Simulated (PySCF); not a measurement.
**Electronic absorption of C3H14OSi3**

C₃H₁₄OSi₃.
Atom-mapped SMILES: `[CH3:1][CH:2]([CH3:3])[SiH2:4][O:5][SiH2:6][SiH3:7]` (hydrogens: H8, H9, H10 on C1; H11 on C2; H12, H13, H14 on C3; H15, H16 on Si4; H17, H18 on Si6; H19, H20, H21 on Si7)

Structure used (PBE0-D3(BJ)/def2-SVP), in Å, numbered top down from 1:
```
atom  x, y, z in Å
C1    -1.1835   -0.0621   -1.4493
C2    -1.2512   -0.2287    0.0674
C3    -2.6728   -0.5010    0.5574
Si4   -0.5231    1.2679    0.9530
O5     1.0136    1.5837    0.3905
Si6    2.5768    1.0259    0.4193
Si7    2.6234   -1.3037    0.1040
H8    -1.5614   -0.9599   -1.9664
H9    -0.1543    0.1160   -1.7966
H10   -1.7969    0.7912   -1.7837
H11   -0.6147   -1.0878    0.3557
H12   -3.0901   -1.4040    0.0815
H13   -2.7165   -0.6541    1.6476
H14   -3.3483    0.3356    0.3119
H15   -1.3553    2.4793    0.6867
H16   -0.4747    1.0136    2.4285
H17    3.2241    1.3602    1.7276
H18    3.3383    1.7073   -0.6694
H19    1.8822   -1.9904    1.2091
H20    1.9774   -1.6735   -1.1942
H21    4.0355   -1.7987    0.0991
```

Theory: TDDFT wB97X-D/def2-SVPD, vertical, gas phase, core orbitals frozen in the response (PySCF).

```tsv
state	E (eV)	E (kJ/mol)	λ (nm)	f	main configurations (H = HOMO, L = LUMO)
S1	6.33	611	195.7	0.016	H→L (83%), H-1→L (10%)
S2	7.13	688	174.0	0.0035	H-1→L (56%), H-2→L (22%)
S3	7.22	696	171.8	0.026	H→L+2 (45%), H→L+3 (26%), H-1→L+2 (11%)
S4	7.40	714	167.5	0.0010	H-2→L (50%), H→L+1 (13%)
S5	7.52	725	164.9	0.0062	H→L+1 (51%), H→L+3 (9%)
S6	7.72	745	160.6	0.157	H→L+4 (20%), H→L+3 (17%), H→L+5 (15%)
S7	7.83	756	158.3	0.133	H→L+4 (21%), H→L+3 (17%), H-1→L+1 (14%)
S8	8.07	778	153.7	0.075	H→L+5 (33%), H-1→L+1 (15%), H-1→L+5 (8%)
S9	8.13	784	152.6	0.0005	H-3→L (44%), H-4→L (9%)
S10	8.22	793	150.8	0.036	H→L+6 (56%)
```

Triplets (Tamm–Dancoff): T1 5.71 eV, H→L (69%), H-1→L (19%); T2 6.37 eV, H→L+2 (38%), H→L+3 (25%), H-1→L+2 (16%); T3 6.84 eV, H-1→L (44%), H-2→L (24%), H→L (10%); T4 7.04 eV, H→L+3 (35%), H→L+2 (22%), H-1→L+3 (12%).

The lowest singlet comes at 196 nm (611 kJ/mol) in the vacuum ultraviolet; it is weak; its leading configuration is HOMO→LUMO (83%). The strongest level in the table is S6 at 7.72 eV (161 nm, f = 0.157). Löwdin shares by element: HOMO silicon 31% or more, oxygen 19%, carbon 13% or more (atoms not listed hold the other 36%); LUMO silicon 55%, oxygen 10% (atoms not listed hold the other 36%). Weighted by f, the mean energy of these states is 7.76 eV. Of the 10 states listed, 6 reach f = 0.01 and none stays under 0.0005. Orbital energies (eV): HOMO-3 -11.26, HOMO-2 -10.59, HOMO-1 -10.10, HOMO -9.50, LUMO 1.33, LUMO+1 1.91, LUMO+2 2.10. All these states lie below the vertical ionisation energy of 9.55 eV (ΔSCF). The window holds the lowest 10 singlets.

One conformer stands for the species.
